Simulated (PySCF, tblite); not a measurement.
Dissociation curve of OH (cation, charge +1), triplet.

- GFN2-xTB, 300 K electronic temperature (tblite)
- UCCSD(T) = CCSD(T) on UHF/6-31G, 1 core orbital frozen (PySCF)

Energies relative to the lowest point of each curve near equilibrium, in mEh; the last columns give the difference from UCCSD(T):

```csv
R / Å,GFN2-xTB,UCCSD(T),GFN2-xTB − UCCSD(T)
0.78,67.9,81.6,-13.8
0.83,37.8,46.7,-8.9
0.88,19.1,24.1,-5.0
0.94,6.6,8.5,-1.9
0.96,4.2,5.4,-1.2
1.01,0.7,0.9,-0.2
1.04,0.0,0.0,0.0
1.06,0.0,0.0,0.0
1.10,0.9,1.1,-0.3
1.13,2.2,2.8,-0.6
1.21,7.5,9.5,-1.9
1.27,12.8,15.8,-2.9
1.39,25.4,29.7,-4.3
1.54,42.5,47.3,-4.7
1.69,59.4,63.7,-4.3
1.85,75.6,79.6,-4.0
2.06,93.2,97.6,-4.4
2.27,106.4,112.4,-6.0
2.54,117.9,127.1,-9.2
2.81,—,137.3,—
3.11,—,144.2,—
3.60,—,148.4,—
4.19,—,149.2,—
```

GFN2-xTB is furthest from UCCSD(T) at 0.78 (-13.8 mEh, below); its mean absolute difference over the points is 3.9 mEh.

A dash means that the run gave no value there, or that the column was ended at a point which the program doubted or which failed a test of continuity chosen for this set; such a test can also cut sound points.

The unrestricted determinant behind UCCSD(T) is spin-contaminated at 1.39 to 4.19 Å (<S²> up to 3.0, against 2.00 for a pure triplet).
